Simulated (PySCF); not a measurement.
Radial density of O⁺ (oxygen, charge +1)

UHF, [He] 2s2 2p3, high-spin 4S determinant. All numbers are calculated (PySCF 2.14, no relativity, point nucleus, in aug-cc-pwCVDZ (5s4p2d, 27 functions)).

```tsv
r (bohr)	4πr²ρ (e/bohr)	4πr²(ρα − ρβ)
0.00418	0.06422	0.0000
0.00704	0.1744	0.0000
0.0118	0.4553	-0.0001
0.0199	1.135	0.0000
0.0335	2.584	0.0008
0.0563	5.099	0.0054
0.0947	7.879	0.0309
0.159	8.211	0.1618
0.268	4.871	0.6452
0.451	3.060	1.7209
0.758	4.460	2.6622
1.28	2.986	1.6834
2.15	0.5035	0.2752
3.61	0.01424	0.0108
6.07	7.433e-05	0.0001
```
